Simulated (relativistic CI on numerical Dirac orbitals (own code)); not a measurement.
**The 31-electron sequence from Ga to Pd15+**

These numbers are calculated, not measured: Dirac-Coulomb-Breit CI, orbitals from a KLI potential per configuration, a model potential for QED, valence Slater integrals scaled by 0.9, P86 correlation energy added to each configuration (own radial code, finite nucleus).

CI space (outside the closed core [Ar] 3d10): 4s2.4p, 4s.4p2, 4p3, 4s2.4d, 4s.4p.4d, 4s2.4f, 4p.4d2, 4d3, 4d2.4f. Double excitations out of closed p, d and f shells are left out; levels of such configurations are missing from the list, as are those of other unlisted configurations, and high levels can miss mixing partners.

Energies above each ion's lowest level, in eV. Levels are followed by their leading LS label, which can pass from one level to another where the coupling changes.

| Ion | 4s2.4p 2P°_1/2 | 4s2.4p 2P°_3/2 | 4s.4p2 4P_1/2 | 4s.4p2 4P_3/2 | 4s.4p2 4P_5/2 |
| --- | --- | --- | --- | --- | --- |
| Ga | 0 | 0.085252 | 4.1072 | 4.1496 | 4.2187 |
| Ge+ | 0 | 0.20029 | 5.9505 | 6.0341 | 6.1644 |
| As2+ | 0 | 0.34354 | 7.7869 | 7.9251 | 8.1321 |
| Se3+ | 0 | 0.51861 | 9.6117 | 9.8195 | 10.118 |
| Br4+ | 0 | 0.72856 | 11.437 | 11.732 | 12.139 |
| Kr5+ | 0 | 0.97672 | 13.273 | 13.674 | 14.205 |
| Rb6+ | 0 | 1.2667 | 15.123 | 15.654 | 16.325 |
| Sr7+ | 0 | 1.6022 | 16.992 | 17.679 | 18.508 |
| Zr9+ | 0 | 2.4267 | 20.798 | 21.894 | 23.083 |
| Nb10+ | 0 | 2.9244 | 22.737 | 24.096 | 25.487 |
| Mo11+ | 0 | 3.4854 | 24.702 | 26.368 | 27.975 |
| Tc12+ | 0 | 4.1147 | 26.693 | 28.717 | 30.55 |
| Ru13+ | 0 | 4.8174 | 28.709 | 31.149 | 33.216 |
| Rh14+ | ? | ? | ? | ? | ? |
| Pd15+ | 0 | 6.4654 | 32.815 | 36.286 | 38.841 |

(1) Fill in the row of Rh14+.

The lowest level keeps the configuration 4s2.4p and J = 1/2 throughout.

Between Z = 43 and 46 the energy of 4s2.4p 2P°_3/2 follows a local power law Z^6.7. For orientation: electrostatic splittings inside a shell grow about linearly with the screened charge, excitations that change n as its square, and fine structure as its fourth power; written in Z itself the exponents are larger, since the screened charge grows faster in proportion.

The members near neutrality are the least accurate: they can be off by several eV, miss lower levels of configurations outside the list, or start from a wrong lowest level.

## Answers

(1) 4s2.4p 2P°_1/2 0, 4s2.4p 2P°_3/2 5.5991, 4s.4p2 4P_1/2 30.75, 4s.4p2 4P_3/2 33.67, 4s.4p2 4P_5/2 35.979 (eV).
